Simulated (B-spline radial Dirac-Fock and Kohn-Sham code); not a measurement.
## What relativity does to the binding energies of Sm⁺

System: samarium as Sm⁺, 1s2 2s2 2p6 3s2 3p6 3d10 4s2 4p6 4d10 4f6 5s2 5p6 6s1.

Both columns are ΔSCF binding energies of the configuration average from a radial finite-basis atomic code: non-relativistic Hartree-Fock with a point nucleus, and Dirac-Fock with a finite nucleus and the Coulomb interaction alone, averaged over the two j levels with weights 2j+1.

| shell | Hartree-Fock (eV) | Dirac-Fock (eV) | shift (eV) | shift (%) |
| --- | --- | --- | --- | --- |
| 1s | 44434.3 | 47037.4 | +2603.12 | +5.86 |
| 2s | 7108.7 | 7774.4 | +665.68 | +9.36 |
| 2p | 6732.8 | 6942.3 | +209.50 | +3.11 |
| 3s | 1588.7 | 1743.3 | +154.61 | +9.73 |
| 3p | 1422.3 | 1476.0 | +53.75 | +3.78 |
| 3d | 1115.3 | 1102.2 | -13.09 | -1.17 |
| 4s | 332.4 | 368.0 | +35.60 | +10.71 |
| 4p | 266.7 | 277.8 | +11.15 | +4.18 |
| 4d | 149.3 | 146.0 | -3.37 | -2.25 |
| 4f | 15.93 | 11.89 | -4.04 | -25.35 |
| 5p | 33.00 | 33.79 | +0.78 | +2.37 |
| 6s | 9.77 | 10.26 | +0.49 | +5.07 |

Relativity binds 1s, 2s, 2p, 3s, 3p, 4s, 4p, 5p, 6s more strongly, among those listed most of all 4s in relative terms, and 3d, 4d, 4f more weakly, because the contracted s and p shells screen the nucleus better.

Values without a named source are computed, but for edge energies of neutral atoms, which are taken from tables.
